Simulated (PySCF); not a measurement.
RuH₃ + 3 F₂ → RuF₃ + 3 HF

Level: PBE0 in the def2-TZVP basis family, computed in PySCF with density fitting; scalar-relativistic core potentials for atoms from Rb on, none lighter, no spin–orbit coupling; open shells unrestricted.

| species | state and structure | E (Eh) | ZPE (kJ/mol) | H(298 K) − H(0) (kJ/mol) | S° (J/(mol K)) |
| --- | --- | --- | --- | --- | --- |
| RuH₃ | doublet, C3v, Ru–H 1.558 Å (×3); H–Ru–H 100.8° (×3) | -96.59323 | 51.4 | 10.8 | 235.4 |
| F₂ | singlet, D∞h, F–F 1.376 Å | -199.40856 | 6.6 | 8.7 | 201.9 |
| RuF₃ | quartet, C2v, Ru–F 1.839 Å (×2), Ru–F 1.853 Å; F–Ru–F 98.3° (×2), F–Ru–F 163.4° | -394.27993 | 15.0 | 15.8 | 321.7 |
| HF | singlet, C∞v, H–F 0.920 Å | -100.39188 | 24.9 | 8.7 | 173.6 |

Task: What is the electronic reaction energy?

Result: At PBE0/def2-TZVP, ΔE = -1671.6 kJ/mol from the differences of the total energies times 2625.5, downhill. 

Task: Add zero-point, thermal and entropy terms for 298.15 K and 1 bar.

Result: ΔZPE = 18.5 and Δ[H(298) − H(0)] = 5.0 kJ/mol give ΔH° = -1648.1 kJ/mol. ΔS° = 1.4 J/(mol K), so ΔG° = -1648.1 − 298.15 × (0.0014) = -1649 kJ/mol.

Open d or f shells are single determinants, so the state found may not be the ground state. The structures come from searches over a few start shapes, so lower isomers are not excluded.
